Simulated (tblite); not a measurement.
Isomers of C4H8F3PSi. Computed values, GFN2-xTB/tblite, gas phase, harmonic and unscaled. Errors from tens to a few hundred cm⁻¹ against measured bands are possible. Modes of hydrogen on silicon can be 10 to 20 % off. One conformer each.

Electronic energies: GFN2-xTB at the same geometries; isomer energies are rough at this level and their order can be wrong.

```json
{"SMILES": "FC(F)(F)P([SiH3])C1CC1", "electronic energy, lowest = 0 (kJ/mol)": "2.0"}
{"SMILES": "FC(F)(F)P1CC([SiH3])C1", "electronic energy, lowest = 0 (kJ/mol)": "0.0"}
{"SMILES": "C[SiH2]P(C)C(F)=C(F)F", "electronic energy, lowest = 0 (kJ/mol)": "67.6"}
```

Task: How do GFN2-xTB zero-point energies change the relative energies?

Result: 
| SMILES | ZPE (kJ/mol) | of it from modes above 1550 cm⁻¹ | electronic (kJ/mol) | with ZPE, lowest = 0 (kJ/mol) | lowest mode (cm⁻¹) | rings |
| --- | --- | --- | --- | --- | --- | --- |
| FC(F)(F)P1CC([SiH3])C1 | 287.6 | 129.9 | 0.0 | 0.0 | 23 | 1 |
| FC(F)(F)P([SiH3])C1CC1 | 286.1 | 132.7 | 2.0 | 0.5 | 35 | 1 |
| C[SiH2]P(C)C(F)=C(F)F | 285.3 | 145.3 | 67.6 | 65.2 | 19 | 0 |

The zero-point energies span 2.3 kJ/mol, from `C[SiH2]P(C)C(F)=C(F)F` to `FC(F)(F)P1CC([SiH3])C1`. The order is unchanged.
